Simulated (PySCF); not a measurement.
C4H6O2SSi, SMILES O(c1sc(O)cc1)[SiH3] (GFN2-xTB optimised geometry):

```
14

O      3.228    -0.673     0.000
C      1.878    -0.673     0.000
C      1.070    -1.760     0.003
C     -0.308    -1.424     0.004
C     -0.542    -0.088     0.002
O     -1.720     0.522     0.002
Si    -2.126     2.103    -0.009
S      0.958     0.813     0.000
H      3.566     0.229    -0.017
H      1.442    -2.767     0.005
H     -1.100    -2.150     0.007
H     -1.590     2.749    -1.207
H     -1.586     2.767     1.178
H     -3.566     1.930    -0.005
```

Method: PBE0/def2-TZVP (PySCF 2.14.0).

Task: What are the frontier orbital energies and the dipole moment?

Result: HOMO-2 -9.10 eV, HOMO-1 -7.33 eV, HOMO -5.63 eV, LUMO -0.65 eV, LUMO+1 0.15 eV; dipole moment 1.70 D.

Meta-Löwdin charges at PBE0/def2-TZVP: O1 -0.45, C2 0.09, C3 -0.21, C4 -0.20, C5 0.08, O6 -0.54, Si7 0.75, S8 0.16, H9 0.36, H10 0.14, H11 0.14, H12 -0.11, H13 -0.11, H14 -0.09.
